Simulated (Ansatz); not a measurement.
Compare A (`N[SiH2][AlH][SeH]`) with its isomer B (`[SiH3][NH][AlH][SeH]`).

Isolated molecules relaxed with PBE0-D4/def2-TZVP in Ansatz; ΔE leaves out vibrations. CCSD(T)/CBS adds triple-zeta CCSD(T) − MP2 to the extrapolated MP2 energy (def2 sets, frozen cores). Functionals use def2-TZVPP. B3LYP here is the variant with VWN-RPA as its local correlation; programs differ in this. For Se outer-core shells are correlated without core-valence functions, which leaves a few kJ/mol of doubt a bond. Scalar relativity is left out up to krypton. One conformer a species, not always the lowest.

Question: Which isomer does CCSD(T)/CBS put lower? Give the gap. (Best estimate.)

Answer: Ansatz gave: B, by 26.7 kcal/mol.

Question: Give E(B) − E(A) in kcal/mol with CCSD/def2-TZVPP, MP2/def2-TZVPP, B2PLYP, CCSD(T)/def2-TZVPP, ωB97M-V, r2SCAN-D4, B3LYP. (An estimate is asked.)

Answer: Computed: CCSD/def2-TZVPP -27.2, MP2/def2-TZVPP -29.2, B2PLYP -27.0, CCSD(T)/def2-TZVPP -27.0, ωB97M-V -27.4, r2SCAN-D4 -25.2, B3LYP -25.2. None reverses the order clearly.

Largest T1 diagnostic: 0.011.

From PBE to PBE0 (25 % exact exchange), in def2-TZVPP and without D4, E(B) − E(A) moves by −1.7 kcal/mol.
